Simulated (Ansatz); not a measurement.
CH₅IOSi, SMILES `[SiH3]OCI`, relaxed with RKS PBE-D4/def2-SVP in Ansatz from a rough embedded geometry. The force threshold is 0.03 eV/Å; the program also tests the step.

The species carries charge 0 and has multiplicity 1. I: def2 effective core potential.

Start:

```xyz
9

Si    0.025    0.975    0.945
O     0.018   -0.634    0.483
C    -0.037   -0.894   -0.900
I     0.003   -2.901   -1.210
H    -1.232    1.613    0.502
H     0.061    0.997    2.500
H     1.200    1.667    0.426
H    -0.934   -0.403   -1.350
H     0.897   -0.419   -1.398
```

Problem. How much energy does the relaxation release, and in how many steps? (An estimate is asked.)

Solution. Ansatz gave: 0.52 eV, in 36 steps, 3 of them rejected.

Problem. Which bonds change most? (An estimate is asked.)

Solution. Computed: C3–I4 from 2.032 to 2.258 Å; Si1–H6 from 1.556 to 1.496 Å; C3–H9 from 1.160 to 1.105 Å; Si1–H7 from 1.459 to 1.506 Å.

Problem. Give the relaxed structure. (Best estimate.)

Solution. The calculation gave: 
```xyz
9

Si   -0.145    0.859    1.087
O     0.683   -0.412    0.303
C     0.463   -0.796   -0.987
I    -1.574   -1.703   -1.338
H    -1.478    0.390    1.587
H     0.748    1.240    2.225
H    -0.319    2.002    0.123
H     0.473    0.033   -1.726
H     1.149   -1.613   -1.275
```
